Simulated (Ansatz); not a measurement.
Basis sets compared for (ZnTe)6 ring (Zn6Te6). The state is a singlet with charge 0. Geometry PBE-D4/def2-SVP. Ansatz on 2 threads of AMD EPYC 7R13 on a shared host and a share (18 GiB) of an NVIDIA H100 80GB HBM3; times are rough, and most runs start from earlier orbitals.

```xyz
12

Zn   -1.0548    1.0215   -2.6072
Te   -1.5410    3.1497   -1.4189
Zn    0.8499    2.7100   -0.9019
Te    3.2148    2.2006   -0.3228
Zn    1.8859    1.7229    1.7241
Te    0.4808    1.1608    3.6975
Zn    1.0329   -1.0017    2.5991
Te    1.5867   -3.1159    1.4155
Zn   -0.8129   -2.7230    0.9004
Te   -3.1910   -2.2470    0.3480
Zn   -1.9110   -1.7313   -1.7213
Te   -0.5403   -1.1467   -3.7126
```

In the def2 sets Te takes a core potential; there is no spin–orbit coupling. Single mean-field runs in def2-TZVP are fitted with def2-universal-jkfit.

Binding counts from free atoms (Zn singlet, Te triplet) in the same basis, without a counterpoise term.

```csv
level,functions,energy (Eh),HOMO (eV),LUMO (eV),binding per atom (eV),wall time
PBE-D4/def2-SVP,342,-12281.8062,-5.52,-2.50,2.04,5 s
PBE0-D4/def2-SVP,342,-12282.0855,-6.53,-1.93,2.01,8 s
```

(1) Estimate the rows for PBE-D4/def2-TZVP (with forces), PBE0-D4/def2-TZVP.

Results:

(1) 
| level | functions | energy (Eh) | HOMO (eV) | LUMO (eV) | binding per atom (eV) | wall time |
| --- | --- | --- | --- | --- | --- | --- |
| PBE-D4/def2-TZVP (with forces) | 588 | -12283.4621 | -5.65 | -2.62 | 1.91 | 5.5 s |
| PBE0-D4/def2-TZVP | 588 | -12283.6781 | -6.61 | -2.04 | 1.92 | 6.5 s |
